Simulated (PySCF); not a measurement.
CH₂F, charge +1, multiplicity 1. Atoms are numbered in the order given.

```xyz
4

C      0.0000     0.0000    -0.5933
F      0.0000     0.0000     0.6383
H      0.0000     0.9757    -1.0924
H      0.0000    -0.9757    -1.0924
```
Charge +1, spin multiplicity 1.

Geometry: B3LYP-D3(BJ)/def2-TZVPD. The multiplicity is an assumed one; other spin states were not compared. The isomer is the one that the SMILES or the coordinates give; other isomers of the formula were not compared.

The numbers are results of PBE0/def2-TZVPD run with PySCF, not measurements.

Mulliken values depend strongly on the basis, most of all with diffuse functions as here. ESP charges are fitted to the potential on shells at 1.4 to 2.0 van der Waals radii. Atomic charges (e):

| atom | ESP fit | Mulliken | IAO |
|---|---|---|---|
| C1 | 0.49 | 0.26 | 0.45 |
| F2 | 0.11 | 0.07 | 0.00 |
| H3 | 0.20 | 0.33 | 0.27 |
| H4 | 0.20 | 0.33 | 0.27 |
